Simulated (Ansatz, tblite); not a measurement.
Cost and result up the ladder for Ge(CF3)H3 (CH3F3Ge) (8 atoms). Charge 0, multiplicity 1. Geometry: PBE0-D4/def2-SVP.

```xyz
8

Ge   -0.5650   -0.8254    0.1333
C     0.5521    0.8067   -0.1302
F     0.2513    1.4285   -1.2777
F     1.8571    0.5082   -0.1686
F     0.3740    1.6901    0.8606
H    -0.0960   -1.5013    1.4269
H    -0.3476   -1.7342   -1.0821
H    -2.0259   -0.3727    0.2378
```

Ansatz on 4 threads of Arm Neoverse N1 on a shared host; xTB runs through tblite on one thread. Times are rough, summed over both states, and most runs start from the orbitals of an earlier one. PBE0-D4/def2-TZVP serves as the yardstick here, not as an exact answer. The other state is a triplet.

The xTB rows come from tblite.

xTB has no spin-polarisation term.

```
                          level  functions  wall time  vertical triplet (eV)  difference from PBE0-D4/def2-TZVP (eV)
                       GFN2-xTB         28     0.01 s                   8.36                                    0.65
                       GFN1-xTB         31    0.014 s                   6.98                                   -0.74
               PBE-D4/def2-TZVP        190      7.8 s                   7.37                                   -0.35
PBE0-D4/def2-TZVP (with forces)        190       15 s                   7.72                                    0.00
            r2SCAN-D4/def2-TZVP        190       16 s                   7.49                                   -0.22
```
